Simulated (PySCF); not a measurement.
## Si2BPH8O4

Si2BPH8O4 is a molecule drawn to mimic a surface site (built as: Si site whose three back bonds go to H, OB(OH)2, PHSiH3; end group OH), neutral, singlet. The structure, one conformer, was relaxed in the gas phase by PBE0-D3(BJ)/def2-SVP. No frequency run checks that it is a minimum.

SMILES: OB(O)O[SiH](O)P[SiH3]

```xyz
16

Si   -0.539   -1.039   -0.353
O    -0.377    0.387    0.524
B    -0.835    0.690    1.771
O    -1.586   -0.236    2.451
O    -0.568    1.887    2.358
P     1.467   -1.365   -1.309
Si    1.552    0.731   -2.164
O    -0.882   -2.285    0.673
H    -1.625   -0.823   -1.350
H    -1.850    0.077    3.322
H    -0.033    2.448    1.789
H     0.923   -1.942   -2.499
H     2.182    1.621   -1.145
H     2.412    0.698   -3.385
H     0.214    1.292   -2.534
H    -1.337   -1.984    1.475
```
Atoms count from 1 in this order.

Shieldings: GIAO PBE0/pcSseg-1. Shifts are against computed references at the same level: H TMS (σ 31.27 ppm), Si TMS (σ 352.0 ppm). Core levels by delta-SCF with SCAN, pcX-2 on the ionised atom and pcseg-1 elsewhere, spin-free X2C (2p3/2 is the spin-free 2p value less a third of a first-order spin-orbit splitting); from the vacuum level, for chosen atoms.

Give the shieldings and core levels atom by atom.


```json
{"atoms": "Si1", "bonded to": "2 O + 1 P + 1 H", "σ (ppm)": "347.3", "δ (ppm)": "4.6", "core level (eV)": "2p3/2 107.73"}
{"atoms": "O2", "bonded to": "1 B + 1 Si", "σ (ppm)": "220.9", "δ (ppm)": "-", "core level (eV)": "1s 538.42"}
{"atoms": "B3", "bonded to": "3 O", "σ (ppm)": "82.7", "δ (ppm)": "-", "core level (eV)": "1s 198.65"}
{"atoms": "O4", "bonded to": "1 B + 1 H", "σ (ppm)": "252.3", "δ (ppm)": "-", "core level (eV)": "-"}
{"atoms": "O5", "bonded to": "1 B + 1 H", "σ (ppm)": "242.9", "δ (ppm)": "-", "core level (eV)": "-"}
{"atoms": "P6", "bonded to": "2 Si + 1 H", "σ (ppm)": "612.2", "δ (ppm)": "-", "core level (eV)": "2p3/2 135.84"}
{"atoms": "Si7", "bonded to": "1 P + 3 H", "σ (ppm)": "430.4", "δ (ppm)": "-78.4", "core level (eV)": "-"}
{"atoms": "O8", "bonded to": "1 Si + 1 H", "σ (ppm)": "265.4", "δ (ppm)": "-", "core level (eV)": "1s 538.17"}
{"atoms": "H9", "bonded to": "1 Si", "σ (ppm)": "25.51", "δ (ppm)": "5.76", "core level (eV)": "-"}
{"atoms": "H10", "bonded to": "1 O", "σ (ppm)": "28.11", "δ (ppm)": "3.16", "core level (eV)": "-"}
{"atoms": "H11", "bonded to": "1 O", "σ (ppm)": "28.03", "δ (ppm)": "3.24", "core level (eV)": "-"}
{"atoms": "H12", "bonded to": "1 P", "σ (ppm)": "30.31", "δ (ppm)": "0.96", "core level (eV)": "-"}
{"atoms": "H13 H14 H15", "bonded to": "1 Si", "σ (ppm)": "27.26", "δ (ppm)": "4.01", "core level (eV)": "-"}
{"atoms": "H16", "bonded to": "1 O", "σ (ppm)": "27.25", "δ (ppm)": "4.02", "core level (eV)": "-"}
```

Values are those of this one static structure, with the three H of a rotating XH3 group averaged; atoms that internal rotation interchanges would show their mean in an NMR spectrum.

Which of O2, O8 holds its core electrons tightest, and by how much against the loosest?

O2 (bonded to 1 B + 1 Si), by 0.25 eV over O8 (bonded to 1 Si + 1 H).

By CAM-B3LYP/def2-SVPD (TDDFT singlets, Tamm-Dancoff triplets, ionisation by delta-SCF), where does absorption start, and what does vertical ionisation take?

The lowest singlet lies at 6.13 eV (f 0.019), the strongest of the first 6 at 7.14 eV (f 0.104), the lowest triplet at 5.47 eV; vertical ionisation takes 9.34 eV.
